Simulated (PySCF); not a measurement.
The same groups moved round the core (propene chloro+silyl). All species are isolated molecules in the gas phase. One relaxed conformer stands for each flexible species; it need not be the lowest. Strings in code marks are SMILES.

Method: TPSSh-D3(BJ)/def2-TZVP // CAM-B3LYP-D3(BJ)/def2-TZVP run with PySCF. Excitations are Tamm–Dancoff values on a coarser integration grid. The basis has no diffuse functions, so Rydberg states are missing or too high.

```csv
species,S1 excitation (TDA) (eV),T1 excitation (TDA) (eV)
`C/C(Cl)=C/[SiH3]`,6.37,4.02
`C/C(Cl)=C\[SiH3]`,6.24,___
`Cl/C=C(\[SiH3])C`,6.31,___
`[SiH3]C/C=C/Cl` (Si–C–C–C torsion 109°),6.12,4.06
```

### Question
Some entries are withheld; supply them.

### Answer

- `C/C(Cl)=C\[SiH3]`, T1 excitation (TDA) (eV): 3.96
- `Cl/C=C(\[SiH3])C`, T1 excitation (TDA) (eV): 3.95
